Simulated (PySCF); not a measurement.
These 2 structures share the formula C10H19NSi. Method: PySCF 2.14.0, PBE0-D3(BJ)/def2-SVP geometry optimisation, gas phase. Energies are electronic, without zero-point or thermal terms, for one conformer each. No frequencies were run at this level. Point groups hold within 0.08 Å.

Problem. Order them by energy at this level, lowest first, and give relative energies in kcal/mol.
A. Si(vinyl)3(NEt2), `CCN(CC)[Si](C=C)(C=C)C=C`
B. Si(vinyl)3(NHtBu), `C=C[Si](C=C)(C=C)NC(C)(C)C`

Solution. B (0.0), A (5.0).

| SMILES | E (Eh) | E rel (kcal/mol) | dipole (D) | point group | A, B, C (MHz) |
| --- | --- | --- | --- | --- | --- |
| C=C[Si](C=C)(C=C)NC(C)(C)C | -735.66349 | 0.0 | 0.54 | C1 | 1060, 554.9, 483.5 |
| C=C[Si](C=C)(C=C)N(CC)CC | -735.65558 | 5.0 | 0.25 | C1 | 813.2, 664.3, 579.5 |

Problem. How do the relative energies change in single points at B3LYP/pcSseg-1 (no added dispersion term) on the same geometries?

Solution. 
```csv
SMILES,PBE0-D3(BJ)/def2-SVP (kcal/mol),B3LYP/pcSseg-1 (kcal/mol),shift
C=C[Si](C=C)(C=C)NC(C)(C)C,0.0,0.0,0.0
C=C[Si](C=C)(C=C)N(CC)CC,5.0,5.4,+0.4
```

Each column counts from its own lowest isomer. The order is unchanged; the largest shift is 0.4 kcal/mol.
